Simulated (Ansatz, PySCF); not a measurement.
Reaction (SMILES): Cl[Si](Cl)(Cl)N[Si](Cl)(Cl)Cl + N (NH3) + 6 [SiH4] (SiH4) → 2 N[SiH3] + 6 [SiH3]Cl [chlorosilane]
Geometries: B3LYP-D3(BJ)/def2-TZVP minima from Ansatz (a first-principles code), one conformer each, not searched for the lowest. Frequencies are from Ansatz or PySCF.

Property: bond separation energy (enthalpy at 298 K, with B3LYP-D3(BJ) rigid-rotor harmonic-oscillator terms), in eV. Cores are frozen in the correlated levels unless marked. Spin-orbit coupling is left out. No relativistic terms. CBS marks a two-point X^-3 extrapolation of the correlation energy; Hartree-Fock from the larger set. The bracket is a focal-point correction in the basis named.

```tsv
level	program	bond separation energy (eV)
PBE-D4/def2-TZVPD	Ansatz + dftd4	1.07
BLYP-D3(BJ)/def2-TZVPD	Ansatz + dftd3	[?]
r2SCAN/def2-TZVPD	Ansatz	0.92
r2SCAN-D3(BJ)/def2-TZVPD	Ansatz + dftd3	1.01
r2SCAN0-D4/def2-TZVPD	Ansatz + dftd4	0.96
B2PLYP/def2-TZVPD	Ansatz	[?]
RPA@PBE/cc-pV(T+d)Z	Ansatz	0.88
RPA@PBE/cc-pV(Q+d)Z	Ansatz	0.81
SCS-MP2/cc-pwCVTZ	Ansatz	0.83
CCSD/6-31G*	Ansatz	0.99
CCSD/cc-pwCVTZ	Ansatz	0.82
RI-MP2/CBS(aug-cc-pV(T+d)Z,aug-cc-pV(Q+d)Z)+[CCSD(T)-MP2]/aug-cc-pV(T+d)Z	Ansatz	0.91
```

Question: Fill in the missing entries.

Answer: 
- BLYP-D3(BJ)/def2-TZVPD, bond separation energy (eV): 1.00
- B2PLYP/def2-TZVPD, bond separation energy (eV): 0.73
